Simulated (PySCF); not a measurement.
**A survey of 29Si NMR shifts**

One computed conformer, averaged over atoms made equivalent by symmetry, fast rotation or ring inversion, in vacuum, no relativistic terms. Shielding tensors at PBE0/pcSseg-1 (GIAO); coordinates at the GFN2-xTB level; PySCF 2.14.0 with density-fitted response routines.

Shieldings were converted by a linear fit to measured shifts: 29Si (scatter 8.9 ppm rms, 25.8 ppm with the 6 outliers that the fit left out vs TMS, solution or neat liquid). Occasional misses reach two or three times the rms, and more in compound classes unlike the fitted ones.

**Question.** Give the 29Si shifts of `C=C(C=O)[Si@H](C)[SiH2]C`, `C=CC(=C)O[SiH2]C[SiH3]`, `COC[Si@H](F)C/C=C\F`, `C=C(C=O)[Si@H]([SiH3])CC`, `C#CCN(C)[SiH2]/C=C\[SiH3]`, `CC#C[SiH2][SiH2]OCC`.

**Answer.** 
| compound | environment | δ (ppm) |
| --- | --- | --- |
| [CH2:1]=[C:2]([CH:3]=[O:4])[Si@H:5]([CH3:6])[SiH2:7][CH3:8] | Si5: silicon bonded to 2 C, Si, H | -49.0 |
| [CH2:1]=[C:2]([CH:3]=[O:4])[Si@H:5]([CH3:6])[SiH2:7][CH3:8] | Si7: silicon bonded to C, Si, 2 H | -66.5 |
| [CH2:1]=[CH:2][C:3](=[CH2:4])[O:5][SiH2:6][CH2:7][SiH3:8] | Si6: silicon bonded to C, O, 2 H | -25.3 |
| [CH2:1]=[CH:2][C:3](=[CH2:4])[O:5][SiH2:6][CH2:7][SiH3:8] | Si8: silicon bonded to C, 3 H | -65.2 |
| COC[Si@H](F)C/C=C\F | silicon bonded to 2 C, F, H | 4.7 |
| [CH2:1]=[C:2]([CH:3]=[O:4])[Si@H:5]([SiH3:6])[CH2:7][CH3:8] | Si5: silicon bonded to 2 C, Si, H | -39.5 |
| [CH2:1]=[C:2]([CH:3]=[O:4])[Si@H:5]([SiH3:6])[CH2:7][CH3:8] | Si6: silicon bonded to Si, 3 H | -101.2 |
| [CH:1]#[C:2][CH2:3][N:4]([CH3:5])[SiH2:6]/[CH:7]=[CH:8]\[SiH3:9] | Si6: silicon bonded to C, N, 2 H | -38.7 |
| [CH:1]#[C:2][CH2:3][N:4]([CH3:5])[SiH2:6]/[CH:7]=[CH:8]\[SiH3:9] | Si9: silicon bonded to C, 3 H | -77.3 |
| [CH3:1][C:2]#[C:3][SiH2:4][SiH2:5][O:6][CH2:7][CH3:8] | Si5: silicon bonded to O, Si, 2 H | -34.8 |
| [CH3:1][C:2]#[C:3][SiH2:4][SiH2:5][O:6][CH2:7][CH3:8] | Si4: silicon bonded to C, Si, 2 H | -94.2 |
